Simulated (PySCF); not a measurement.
P⁺ (phosphorus, charge +1): UHF calculation

Configuration: [Ne] 3s2 3p2, high-spin 3P determinant. Computed with PySCF 2.14 in def2-SVP (4s3p1d, 18 functions), with the non-relativistic Hamiltonian (point nucleus).

| Property | Result |
| --- | --- |
| Total energy | -340.232195 hartree |
| One-electron energy | -465.5721 hartree |
| Hartree (Coulomb) energy | 147.6914 hartree |
| Exchange energy | -22.3515 hartree |
| Kinetic energy | 340.17443 hartree |
| ⟨S²⟩ | 2.0090 |
| ⟨L²⟩ | 2.027 |
| Sum of ⟨r⟩ | 12.16 bohr |
| Sum of ⟨r²⟩ | 21.28 bohr² |
| Traceless quadrupole moment −½Σ⟨3z² − r²⟩ along its main axis | 2.18 e·bohr² |
| Density at the nucleus (Gaussians lack the cusp) | 1980 bohr⁻³ |
| Spin density at the nucleus | 0.107 bohr⁻³ |
| Langevin diamagnetic susceptibility | -16.9 ×10⁻⁶ cm³/mol |
| Time after the integrals | 0.06 s of wall time on 1 thread of Neoverse-V1 (shared host) |

| shell | electrons | mean orbital energy (hartree) | spread (hartree) | rms radius, mean of both spins (bohr) |
| --- | --- | --- | --- | --- |
| 1s α | 1 | -80.35925 | 0 | 0.120 |
| 1s β | 1 | -80.34339 | 0 | 0.120 |
| 2s α | 1 | -7.92319 | 0 | 0.562 |
| 2s β | 1 | -7.90585 | 0 | 0.562 |
| 2p α | 3 | -5.82210 | 0.01457 | 0.540 |
| 2p β | 3 | -5.79149 | 0.02016 | 0.540 |
| 3s α | 1 | -1.13613 | 0 | 1.99 |
| 3s β | 1 | -0.93503 | 0 | 1.99 |
| 3p α | 2 | -0.72433 | 0 | 2.34 |
